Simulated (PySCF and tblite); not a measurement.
The numbers below are computed, except where a source is named.
System: ClGeH4P2 (charge -1), numbered as in [PH2:1][Ge-:2]([PH2:3])[Cl:4].

Motion: pyramidal inversion at Ge2. GFN2-xTB gives an electronic barrier of 24.8 kcal/mol and a reaction energy of 1.8 kcal/mol.

The ion is treated without a counter-ion. Spin–orbit effects of heavy atoms on shieldings are missing.

BHandHLYP/pcSseg-1 + D3(BJ) on B3LYP-D3(BJ)/def2-SVP geometries gives 31.5 kcal/mol and k(298 K) = 5.3×10⁻¹⁰ s⁻¹.

Problem. What does BHandHLYP/pcSseg-1 + D3(BJ), IEF-PCM benzene give on B3LYP-D3(BJ)/def2-SVP geometries?

Solution. A barrier of 30.1 kcal/mol, 1.4 below the first DFT barrier (from unrounded values), a reaction energy of -1.3 kcal/mol and, with GFN2-xTB thermal terms, ΔG‡(298 K) = 29.1 kcal/mol and k = 5.4×10⁻⁹ s⁻¹ (2 equivalent paths).

Programs: tblite and PySCF.
